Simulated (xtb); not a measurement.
BF, charge -1, doublet, from a rough starting geometry (the spin is typed, not shown lowest); GFN2-xTB (xtb).

xtb was given this input:
```
$ xtb mol.xyz --gfn 2 --chrg -1 --uhf 1 --opt vtight --json

# file mol.xyz
2

B     -0.33361376    -0.29710481    -0.45551825
F      0.29215193     0.22246824     0.44269185
```

It wrote (shortened):

```
   ID    Z sym.   atoms
    1    5 B      1
    2    9 F      2

           -------------------------------------------------
          |                Calculation Setup                |
           -------------------------------------------------

           -------------------------------------------------
          |                 G F N 2 - x T B                 |
           -------------------------------------------------

          ...................................................
          :                      SETUP                      :
          :.................................................:
          :  # basis functions                   8          :
          :  # atomic orbitals                   8          :
          :  # shells                            4          :
          :  # electrons                        11          :
          :  max. iterations                   250          :
          :  Hamiltonian                  GFN2-xTB          :
          :  restarted?                      false          :
          :  GBSA solvation                  false          :
          :  PC potential                    false          :
          :  electronic temp.          300.0000000     K    :
          :  accuracy                    1.0000000          :
          :  -> integral cutoff          0.2500000E+02      :
          :  -> integral neglect         0.1000000E-07      :
          :  -> SCF convergence          0.1000000E-05 Eh   :
          :  -> wf. convergence          0.1000000E-03 e    :
          :  Broyden damping             0.4000000          :
          :  net charge                         -1          :
          :  unpaired electrons                  1          :
          ...................................................

 iter      E             dE          RMSdq      gap      omega  full diag
   1     -5.8826261 -0.588263E+01  0.132E+01    0.00       0.0  T
   2     -5.8858458 -0.321965E-02  0.830E+00    0.00       1.0  T
   3     -5.8860094 -0.163649E-03  0.324E-01    0.00       1.0  T
   4     -5.8860098 -0.343745E-06  0.131E-01    0.00       1.0  T
   5     -5.8860098 -0.274104E-07  0.173E-02    0.00       4.1  T
   6     -5.8860100 -0.154709E-06  0.276E-03    0.00      25.6  T
   7     -5.8860100 -0.568544E-08  0.118E-03    0.00      59.9  T
   8     -5.8860100 -0.994285E-09  0.132E-04    0.00     536.0  T
   9     -5.8860100 -0.120846E-10  0.850E-06    0.00    8320.9  T

   *** convergence criteria satisfied after 9 iterations ***

         :::::::::::::::::::::::::::::::::::::::::::::::::::::
         ::                     SUMMARY                     ::
         :::::::::::::::::::::::::::::::::::::::::::::::::::::
         :: total energy              -5.846313350177 Eh    ::
         :: gradient norm              0.393173498375 Eh/a0 ::
         :: HOMO-LUMO gap              0.000000000001 eV    ::
         ::.................................................::
         :: SCC energy                -5.886009959428 Eh    ::
         :: -> isotropic ES            0.273753279839 Eh    ::
         :: -> anisotropic ES         -0.004861044890 Eh    ::
         :: -> anisotropic XC         -0.010706625550 Eh    ::
         :: -> dispersion             -0.000377866720 Eh    ::
         :: repulsion energy           0.039696609251 Eh    ::
         :: add. restraining           0.000000000000 Eh    ::
         :: total charge              -1.000000000000 e     ::
         :::::::::::::::::::::::::::::::::::::::::::::::::::::

      -----------------------------------------------------------
     |                   =====================                   |
     |                        A N C O P T                        |
     |                   =====================                   |
     |               Approximate Normal Coordinate               |
     |                Rational Function Optimizer                |
      -----------------------------------------------------------
      -----------------------------------------------------------
     |                   =====================                   |
     |                        A N C O P T                        |
     |                   =====================                   |
     |               Approximate Normal Coordinate               |
     |                Rational Function Optimizer                |
      -----------------------------------------------------------

          ...................................................
          :                      SETUP                      :
          :.................................................:
          :   optimization level         verytight          :
          :   max. optcycles                   200          :
          :   ANC micro-cycles                  20          :
          :   degrees of freedom                 1          :
          :.................................................:
          :   RF solver                   davidson          :
          :   write xtbopt.log                true          :
          :   linear (good luck)              true          :
          :   energy convergence         0.1000000E-06 Eh   :
          :   grad. convergence          0.2000000E-03 Eh/α :
          :   maxmium RF displ.          1.0000000          :
          :   Hlow (freq-cutoff)         0.1000000E-01      :
          :   Hmax (freq-cutoff)         5.0000000          :
          :   S6 in model hess.         20.0000000          :
          ...................................................

generating ANC from exact Hessian ...
Using Lindh-Hessian (1995)
 Shifting diagonal of input Hessian by    0.0000000000000000
 Lowest  eigenvalues of input Hessian
    0.000000    0.000000    0.000000    0.000000    0.000000    1.849737
 Highest eigenvalues
    0.000000    0.000000    0.000000    0.000000    0.000000    1.849737

........................................................................
[...]
 * total energy  :    -5.8463134 Eh     change       -0.3375078E-13 Eh
 * total energy  :    -5.8944358 Eh     change       -0.4812243E-01 Eh
 * total energy  :    -5.9034752 Eh     change       -0.9039376E-02 Eh
 * total energy  :    -5.9090257 Eh     change       -0.5550515E-02 Eh
 * total energy  :    -5.9106818 Eh     change       -0.1656154E-02 Eh
 * total energy  :    -5.9110960 Eh     change       -0.4141811E-03 Eh
 * total energy  :    -5.9111432 Eh     change       -0.4721669E-04 Eh
 * total energy  :    -5.9111446 Eh     change       -0.1392184E-05 Eh
 * total energy  :    -5.9111449 Eh     change       -0.2610363E-06 Eh
 * total energy  :    -5.9111449 Eh     change       -0.3334222E-10 Eh
   *** GEOMETRY OPTIMIZATION CONVERGED AFTER 10 ITERATIONS ***
[...]
 F  B  Rav=1.6484 sigma=0.0000  Rmin=1.6484  Rmax=1.6484     1

 selected bond angles (degree)
 --------------------

 selected dihedral angles (degree)
 ---------------------------------

           -------------------------------------------------
          |                Final Singlepoint                |
           -------------------------------------------------

          ...................................................
          :                      SETUP                      :
          :.................................................:
          :  # basis functions                   8          :
          :  # atomic orbitals                   8          :
          :  # shells                            4          :
          :  # electrons                        11          :
          :  max. iterations                   250          :
          :  Hamiltonian                  GFN2-xTB          :
          :  restarted?                      false          :
          :  GBSA solvation                  false          :
          :  PC potential                    false          :
          :  electronic temp.          300.0000000     K    :
          :  accuracy                    1.0000000          :
          :  -> integral cutoff          0.2500000E+02      :
          :  -> integral neglect         0.1000000E-07      :
          :  -> SCF convergence          0.1000000E-05 Eh   :
          :  -> wf. convergence          0.1000000E-03 e    :
          :  Broyden damping             0.4000000          :
          :  net charge                         -1          :
          :  unpaired electrons                  1          :
          ...................................................

 iter      E             dE          RMSdq      gap      omega  full diag
   1     -5.9118610 -0.591186E+01  0.153E-06    0.00       0.0  T
   2     -5.9118610  0.177636E-14  0.107E-06    0.00   66064.4  T
   3     -5.9118610  0.888178E-15  0.179E-07    0.00  100000.0  T

   *** convergence criteria satisfied after 3 iterations ***

         :::::::::::::::::::::::::::::::::::::::::::::::::::::
         ::                     SUMMARY                     ::
         :::::::::::::::::::::::::::::::::::::::::::::::::::::
         :: total energy              -5.911144876945 Eh    ::
         :: gradient norm              0.000000045677 Eh/a0 ::
         :: HOMO-LUMO gap              0.000000008967 eV    ::
         ::.................................................::
         :: SCC energy                -5.911860999398 Eh    ::
         :: -> isotropic ES            0.245895723433 Eh    ::
         :: -> anisotropic ES         -0.006689095837 Eh    ::
         :: -> anisotropic XC         -0.006501350340 Eh    ::
         :: -> dispersion             -0.000384105564 Eh    ::
         :: repulsion energy           0.000716122453 Eh    ::
         :: add. restraining           0.000000000000 Eh    ::
         :: total charge              -1.000000000000 e     ::
         :::::::::::::::::::::::::::::::::::::::::::::::::::::

           -------------------------------------------------
          |                Property Printout                |
           -------------------------------------------------

    * Orbital Energies and Occupations

         #    Occupation            Energy/Eh            Energy/eV
      -------------------------------------------------------------
         1        2.0000           -0.3838807             -10.4459
         2        2.0000           -0.1198145              -3.2603
         3        2.0000           -0.1049719              -2.8564
         4        2.0000           -0.1049719              -2.8564
         5        2.0000            0.0755993               2.0572
         6        0.5000            0.1715717               4.6687 (HOMO)
         7        0.5000            0.1715717               4.6687 (LUMO)
         8                          0.3872054              10.5364
      -------------------------------------------------------------
                  HL-Gap            0.0000000 Eh            0.0000 eV
             Fermi-level            0.1475786 Eh            4.0158 eV

     #   Z          covCN         q      C6AA      α(0)
     1   5 B        0.653    -0.304    92.373    20.246
     2   9 F        0.653    -0.696    17.903     4.994

 Mol. C6AA /au·bohr⁶  :        180.755689
 Mol. C8AA /au·bohr⁸  :       5827.422122
 Mol. α(0) /au        :         25.240236

Wiberg/Mayer (AO) data.
largest (>0.10) Wiberg bond orders for each atom

 ---------------------------------------------------------------------------
     #   Z sym  total        # sym  WBO       # sym  WBO       # sym  WBO
 ---------------------------------------------------------------------------
     1   5 B    0.526 --     2 F    0.526
     2   9 F    0.526 --     1 B    0.526
 ---------------------------------------------------------------------------

Topologies differ in total number of bonds
Writing topology from bond orders to xtbtopo.mol

molecular dipole:
                 x           y           z       tot (Debye)
 q only:       -0.276      -0.191      -0.440
   full:        0.300       0.287       0.387       1.443
molecular quadrupole (traceless):
                xx          xy          yy          xz          yz          zz
 q only:        0.244      -0.761       0.559      -1.361      -1.105      -0.803
  q+dip:        0.609      -2.068       1.346      -3.525      -2.949      -1.955
   full:        0.648      -2.195       1.432      -3.745      -3.132      -2.080

optimized geometry written to: xtbopt.xyz

           -------------------------------------------------
          | TOTAL ENERGY               -5.911144876945 Eh   |
          | GRADIENT NORM               0.000000045677 Eh/α |
          | HOMO-LUMO GAP               0.000000008967 eV   |
           -------------------------------------------------

normal termination of xtb
```
